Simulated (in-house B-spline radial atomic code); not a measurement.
Response and correlation of Mn²³⁺

Closed shell 1s2. Computed with a B-spline radial code for spherical atoms: Dirac-Hartree-Fock, relativistic RPA (time-dependent Dirac-Hartree-Fock) for the response and second-order many-body perturbation theory for correlation, no-pair Dirac-Coulomb Hamiltonian, finite nucleus.

Command:
```bash
python run_mb.py task.json out
```
Settings (nuclear radius in fm, box in bohr, cutoff in hartree):
```
basis_form          2
Z                   25
core_configuration  1s2
rms_radius          3.7057
mass_number         55
speed_of_light      137.036
box_radius          3.54
lmax                7
intervals           59
virtual_cutoff      15625.0
```

Time taken, with all properties: 0.5 s on 1 thread of Intel(R) Xeon(R) Platinum 8259CL CPU @ 2.50GHz, with other jobs on the host.

```
multipole (bohr³, bohr⁵, bohr⁷)   uncoupled  coupled RPA
                         dipole  2.3105e-05   2.3603e-05
                     quadrupole  1.2838e-07   1.3066e-07
                       octupole  1.8717e-09            ?
```

Problem. What is the coupled octupole polarisability?

Solution. 1.896e-09 atomic units, +1 % against the uncoupled value.

Problem. Which subshells carry the dipole polarisability?

Solution. 1s1/2 100.0 %.

Problem. What does the dipole shielding factor come to?

Solution. The dipole shielding factor is 0.080, against the exact N/Z = 2/25 = 0.080 of the non-relativistic theorem.

Dipole polarisability at imaginary frequency:

| u (Eh) | α(iu) (bohr³) |
| --- | --- |
| 0 | 2.36e-05 |
| 2.35 | 2.36e-05 |
| 5.88 | 2.359e-05 |
| 11.8 | 2.355e-05 |
| 17.6 | 2.348e-05 |
| 23.5 | 2.34e-05 |
| 35.3 | 2.314e-05 |
| 47 | 2.28e-05 |
| 58.8 | 2.238e-05 |
| 82.3 | 2.133e-05 |
| 118 | 1.939e-05 |
| 176 | 1.601e-05 |
| 235 | 1.291e-05 |
| 353 | 8.437e-06 |
| 588 | 4.127e-06 |
| 1180 | 1.25e-06 |

Problem. What dispersion coefficients follow for two such ions (the dispersion part alone)?

Solution. C6 = (3/π)∫α(iu)²du = 1.09e-07 hartree·bohr⁶ and C8 = 3.452e-09 hartree·bohr⁸.

Lowest J = 1 odd-parity excitations:

```json
{"energy (eV)": "6158.7", "oscillator strength": "0.0489", "leading channel": "1s1/2 → p1/2", "weight": "0.875"}
{"energy (eV)": "6189.5", "oscillator strength": "0.729", "leading channel": "1s1/2 → p3/2", "weight": "0.875"}
{"energy (eV)": "7268.5", "oscillator strength": "0.0106", "leading channel": "1s1/2 → p1/2", "weight": "0.886"}
{"energy (eV)": "7277.1", "oscillator strength": "0.142", "leading channel": "1s1/2 → p3/2", "weight": "0.886"}
```

Second-order correlation energy by the highest angular momentum of the excited pair (hartree): s -0.0146, p -0.0255, d -0.003679, f -0.0009874, g -0.0003463, h -0.000151, i -7.498e-05, k -3.425e-05.

Problem. What is the second-order correlation energy at the partial-wave limit?

Solution. The listed waves sum to -0.045368 hartree; extrapolating the increments as (l + 1/2)⁻⁴ gives -0.045438 hartree, -0.618 eV per electron.
